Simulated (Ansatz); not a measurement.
# A rate constant, worked out

An elementary step of AlNH₆O₃, closed shell (AlH₃O₃ ([OH][Al]([OH])[OH]) + NH₃ → AlNH₄O₂ ([NH2][Al]([OH])[OH]) + H₂O (still joined by a long Al–O bond); Al–O, H–N broken or loosened, Al–N, O–H formed or tightened). The start structure is the complex of the reactants, bound by 1.31 eV, and the electronic barrier above it is 1.162 eV by CCSD(T) at an estimated basis limit (MP2 extrapolated from triple and quadruple zeta, plus CCSD(T) − MP2 in triple zeta). Ansatz 0.2.0; basis: def2-TZVPP and def2-QZVPP; cores frozen in the correlated methods. Extrapolation: Hartree–Fock as exp(−7.88 √X), correlation as X^−2.97. Harmonic wavenumbers at PBE0-D4/def2-TZVP (Ansatz 0.2.0), in cm⁻¹:

Start: 92, 94, 94, 206, 206, 252, 253, 257, 300, 474, 627, 627, 633, 666, 666, 702, 865, 865, 1211, 1652, 1652, 3492, 3615, 3615, 3971, 3971, 3972.

Saddle: 746i, 146, 182, 200, 211, 261, 279, 366, 456, 550, 600, 625, 648, 682, 698, 738, 818, 846, 903, 1520, 1572, 1961, 3570, 3658, 3889, 3979, 3984.

Q: Work out the transition-state-theory rate constant at 500 K from these numbers alone (harmonic vibrations; rotation, path degeneracy and anharmonicity left out), and the Wigner tunnelling factor. Use 1 cm⁻¹ = 1.2398 × 10⁻⁴ eV and k_B = 8.617 × 10⁻⁵ eV/K.

A: Zero-point energies, half the sums: start 35030/2 cm⁻¹ = 2.1716 eV; saddle, real modes only, 33342/2 cm⁻¹ = 2.0669 eV.
Barrier with zero-point energy: 1.162 + 2.0669 − 2.1716 = 1.0573 eV.
k_BT = 0.04309 eV, so the barrier is 24.54 k_BT.
Vibrational partition functions from the zero-point level, ln q = −Σ ln(1 − exp(−hν/k_BT)): start 9.979, saddle 7.050.
k = (k_BT/h) exp(ln q‡ − ln q) exp(−E0/k_BT), with log₁₀(k_BT/h in s⁻¹) = 13.02: log₁₀ k = 13.02 + (-2.929 − 24.54)/2.3026 = 1.09, so k ≈ 1 × 10^(1) s⁻¹.
Wigner factor: 1 + (hν‡/k_BT)²/24 = 1 + (2.15)²/24 = 1.19. A change of 1 kcal/mol (0.043 eV) in the barrier would change k by a factor of 2.7 at this temperature.

The T1 diagnostic stays at or below 0.012.

Labels in which every atom is bracketed show which atoms are joined, not bond orders.

For scale, one of the runs: CCSD(T)/def2-TZVPP, 250 basis functions, launched by `ansatz run in.yaml --threads 8 --pin off --events-out ev --progress --plain --max-ram 19148MiB`. Hardware: 8 CPU threads of an Intel Xeon, shared host. Wall time 98 s; peak host memory 5.6 GiB.
